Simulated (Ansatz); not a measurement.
Consider the formal hydrolysis of a C–O bond: `O=C([SeH])O[SiH3]` + H₂O → `O=C(O)[SeH]` + `O[SiH3]`.

Computed with Ansatz on PBE0-D4/def2-TZVP structures; ΔE is electronic, products minus reactants. CCSD(T)/CBS adds triple-zeta CCSD(T) − MP2 to the extrapolated MP2 energy (def2 sets, frozen cores). This one scheme is used for every species. For Se outer-core shells are correlated without core-valence functions, which leaves a few kJ/mol of doubt a bond. Scalar relativity is left out up to krypton. One conformer a species, not always the lowest.

`O=C([SeH])O[SiH3]`:

Z-matrix (Å, degrees):
```
Si
O 1 1.702
H 1 1.478 2 110.0
H 1 1.478 2 110.0 3 123.7
H 1 1.479 2 102.4 3 -118.1
C 2 1.330 1 116.9 3 -61.8
Se 6 1.917 2 113.8 1 180.0
O 6 1.197 2 124.4 1 -0.0
H 7 1.467 6 94.7 2 0.0
```

H₂O:

```xyz
3

O     0.309    0.230   -0.057
H    -0.217    0.145    0.741
H    -0.092   -0.375   -0.684
```

`O=C(O)[SeH]`:

Cartesian coordinates in Å:
```
O -1.232 0.195 -0.513
C -0.157 0.163 0.000
O 0.378 1.150 0.728
Se 1.099 -1.290 -0.069
H -0.273 1.868 0.748
H 0.185 -2.087 -0.894
```

`O[SiH3]`:

Z-matrix (Å, degrees):
```
Si
O 1 1.648
H 1 1.489 2 111.7
H 1 1.489 2 111.7 3 120.9
H 1 1.481 2 105.9 3 -119.6
H 2 0.957 1 117.9 3 -60.5
```

(1) Is it downhill or uphill in electronic energy at CCSD(T)/CBS, and by how much? (An estimate is asked.)

(2) What do these levels give: HF/def2-TZVPP, CCSD(T)/def2-TZVPP, HF/def2-QZVPP, MP2/def2-QZVPP, SCS-MP2/def2-QZVPP, MP2/CBS(def2)? (Best estimate.)

Largest T1 diagnostic among the species: 0.014.

Results:

(1) The calculation gave: Nearly level: ΔE = -0.7 kJ/mol.

(2) The calculation gave: HF/def2-TZVPP -11.5, CCSD(T)/def2-TZVPP -2.7, HF/def2-QZVPP -10.7, MP2/def2-QZVPP -1.1, SCS-MP2/def2-QZVPP -3.1, MP2/CBS(def2) -0.6 kJ/mol.

In def2-TZVPP, CCSD(T) changes the Hartree–Fock value by +8.8 kJ/mol (the triples alone add +1.5 kJ/mol) and MP2 by +9.0 kJ/mol. The D4 term adds +7.5 kJ/mol with B3LYP and +4.3 kJ/mol with PBE0; it sums over pairs of atoms, weighted by their polarisabilities, and B3LYP, whose exchange is more repulsive, gets the larger term.

B3LYP here is the variant with VWN-RPA as its local correlation; programs differ in this.
